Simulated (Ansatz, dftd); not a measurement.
Reaction: SiH3F (SMILES F[SiH3]) → SiH2F (SMILES F[SiH2], doublet) + H (doublet) (the H-Si bond breaks)
Each species at its own B3LYP-D3(BJ)/def2-TZVP minimum (Ansatz, a quantum-chemistry and plane-wave program).

Property: bond dissociation energy (electronic), in kJ/mol. Radicals and triplets start from unrestricted determinants; spin-orbit coupling is neglected. Cores are frozen in correlated methods. Rows without X2C or -DK are non-relativistic. CBS(X,Y): correlation extrapolated as X^-3, Hartree-Fock from the larger set (Q,5: extrapolated as (X+1)exp(-9√X)). A bracket is a step between two methods taken in the basis named. Functionals run without relativity, which enters their misses. 'core' is core correlation in cc-pwCVTZ (1s frozen past Ne), 'X2C' scalar relativity in cc-pVTZ-DK, both at CCSD(T). Where a partner has so few electrons that a lower coupled-cluster level is exact, that level stands in.

Compared with CCSD(T)/CBS(cc-pV(Q+d)Z,cc-pV(5+d)Z) + [CCSDT(Q) - CCSD(T)]/cc-pV(T+d)Z + [CCSDTQ - CCSDT(Q)]/cc-pV(D+d)Z + core + X2C (Ansatz): 415.1 kJ/mol.

Costs are rough ratios of core time, to one figure, on one kind of shared machine, summed over the single points of the molecules; atoms, geometries and frequencies are left out. The first row took roughly 7 core seconds; short runs hold start-up time.

| level | program | cost relative to the first row | difference (kJ/mol) |
|---|---|---|---|
| PBE/def2-TZVPD | Ansatz | 1 | -30.0 |
| PBE0-D3(BJ)/def2-TZVPD | Ansatz + dftd3 | 1 | -23.0 |
| CAM-B3LYP/def2-TZVPD | Ansatz | 1 | -7.1 |
| r2SCANh/def2-TZVPD | Ansatz | 2 | -21.1 |
| CCSD(T)/cc-pV(T+d)Z | Ansatz | 4 | -4.5 |
| CCSDT(Q)/cc-pV(D+d)Z | Ansatz | 20 | -16.3 |
| CCSDTQ/cc-pV(D+d)Z | Ansatz | 1000 | -16.2 |

The dearest row costs roughly 1000 times the first. Costs within a factor of two don't rank. The table holds for this case alone.
